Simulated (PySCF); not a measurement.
A structure optimised at PBE0-D3(BJ)/def2-TZVP, used in a PySCF frequency run:

```xyz
8

Al     0.4757     0.1155     0.0000
H      2.0432     0.3769     0.0000
C     -0.3342    -1.6477     0.0000
H     -0.0221    -2.2244     0.8767
H     -1.4252    -1.5956     0.0000
H     -0.0221    -2.2244    -0.8767
O     -0.5642     1.4615     0.0000
H     -0.2391     2.3602     0.0000
```

Write its SMILES, formula and point group.

[CH3][AlH][OH], CH₅AlO, Cs

What are its rotational constants (standard atomic weights)?

24.884, 5.8159, 4.8545 GHz
